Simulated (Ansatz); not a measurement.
Si(vinyl)3Br (C₆H₉BrSi). Total charge 0; singlet. Geometry r2SCAN-D4/def2-SVP.

```xyz
17

Si    0.001   -0.026   -0.080
C    -0.247   -1.500    1.041
C    -0.375   -2.778    0.656
H    -0.290   -1.281    2.120
H    -0.341   -3.065   -0.402
H    -0.517   -3.590    1.380
C     1.618    0.816    0.331
C     2.659    0.984   -0.497
H     1.708    1.207    1.357
H     2.634    0.619   -1.531
H     3.577    1.491   -0.178
C    -1.411    1.178    0.136
C    -2.266    1.578   -0.816
H    -1.539    1.592    1.150
H    -2.194    1.206   -1.845
H    -3.072    2.293   -0.608
Br    0.055   -0.724   -2.215
```

The restricted singlet is unstable towards broken spin symmetry in Hartree–Fock (as tested in another run); at HF/STO-3G this wasn't settled.

Question: Estimate the orbital energies around the gap (eV) in Ansatz with HF/STO-3G, PBE-D4/def2-SVP, PBE-D4/def2-TZVPD, r2SCAN-D4/def2-TZVP, PBE0-D4/def2-SVP.

Answer: 
```
orbital  HF/STO-3G  PBE-D4/def2-SVP  PBE-D4/def2-TZVPD  r2SCAN-D4/def2-TZVP  PBE0-D4/def2-SVP
 HOMO−5      -9.83            -7.96              -8.06                -8.33             -9.37
 HOMO−4      -8.74            -6.90              -7.07                -7.36             -8.23
 HOMO−3      -8.74            -6.90              -7.07                -7.36             -8.23
 HOMO−2      -8.67            -6.71              -6.85                -7.06             -7.92
 HOMO−1      -8.26            -6.71              -6.85                -7.06             -7.92
   HOMO      -8.26            -6.57              -6.70                -6.87             -7.71
   LUMO       7.71            -1.62              -1.87                -1.64             -0.66
 LUMO+1       7.71            -1.62              -1.86                -1.64             -0.66
 LUMO+2       8.90            -0.37              -0.81                -0.29              0.67
 LUMO+3       9.00            -0.26              -0.62                -0.14              0.80
 LUMO+4      12.63             1.30              -0.02                 1.52              2.16
 LUMO+5      15.28             1.57               0.31                 1.66              2.47
```
